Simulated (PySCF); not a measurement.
As (SMILES [As]), quartet; CAMB3LYP/cc-pVDZ (PySCF).

Input for PySCF:
```python
from pyscf import gto, scf, dft

mol = gto.M(
    atom='''
As    0.00000000    0.00000000    0.00000000
''',
    basis='cc-pvdz',
    spin=3,
    verbose=4,
)

mf = dft.UKS(mol)
mf.xc = 'camb3lyp'
mf.kernel()
```

**Question.** Predict the main parts of the log of this PySCF run.

**Answer.** 
```
PySCF version 2.14.0

[INPUT] verbose = 4
[INPUT] num. atoms = 1
[INPUT] num. electrons = 33
[INPUT] charge = 0
[INPUT] spin (= nelec alpha-beta = 2S) = 3
[INPUT] symmetry False subgroup None
[INPUT] Mole.unit = angstrom
[INPUT] Symbol           X                Y                Z      unit          X                Y                Z       unit  Magmom
[INPUT]  1 As     0.000000000000   0.000000000000   0.000000000000 AA    0.000000000000   0.000000000000   0.000000000000 Bohr   0.0

nuclear repulsion = 0
number of shells = 6
number of NR pGTOs = 77
number of NR cGTOs = 27
basis = cc-pvdz
ecp = {}

******** <class 'pyscf.dft.uks.UKS'> ********
method = UKS
initial guess = minao
damping factor = 0
level_shift factor = 0
DIIS = <class 'pyscf.scf.diis.CDIIS'>
diis_start_cycle = 1
diis_space = 8
diis_damp = 0
SCF conv_tol = 1e-09
SCF conv_tol_grad = None
SCF max_cycles = 50
direct_scf = True
direct_scf_tol = 1e-13
number electrons alpha = 18  beta = 15
XC library pyscf.dft.libxc version 7.1.2
    S. Lehtola, C. Steigemann, M. J. T. Oliveira, and M. A. L. Marques,  SoftwareX 7, 1–5 (2018)
XC functionals = camb3lyp
    T. Yanai, D. P. Tew, and N. C. Handy,  Chem. Phys. Lett. 393, 51 (2004)
radial grids:
    Treutler-Ahlrichs [JCP 102, 346 (1995); DOI:10.1063/1.469408] (M4) radial grids

becke partition: Becke, JCP 88, 2547 (1988); DOI:10.1063/1.454033
pruning grids: <function nwchem_prune>
grids dens level: 3
symmetrized grids: False
atomic radii adjust function: <function treutler_atomic_radii_adjust>
small_rho_cutoff = 0
Set gradient conv threshold to 3.16228e-05
tot grids = 20424
init E= -2234.98709032732

cycle= 1 E= -2235.9014743202  delta_E= -0.914  |g|= 0.0483  |ddm|= 0.762
cycle= 2 E= -2235.90356045741  delta_E= -0.00209  |g|= 0.0174  |ddm|= 0.104
cycle= 3 E= -2235.90369421001  delta_E= -0.000134  |g|= 0.0031  |ddm|= 0.0265
cycle= 4 E= -2235.90370103924  delta_E= -6.83e-06  |g|= 0.000292  |ddm|= 0.00635
cycle= 5 E= -2235.90370113715  delta_E= -9.79e-08  |g|= 3.94e-05  |ddm|= 0.000825
cycle= 6 E= -2235.90370113901  delta_E= -1.86e-09  |g|= 1.6e-06  |ddm|= 0.00016
cycle= 7 E= -2235.90370113901  delta_E= -5.46e-12  |g|= 9.25e-08  |ddm|= 5.9e-06
Extra cycle  E= -2235.90370113901  delta_E= -9.09e-13  |g|= 1.72e-08  |ddm|= 2.49e-07
converged SCF energy = -2235.90370113901  <S^2> = 3.7503126  2S+1 = 4.0001563
```
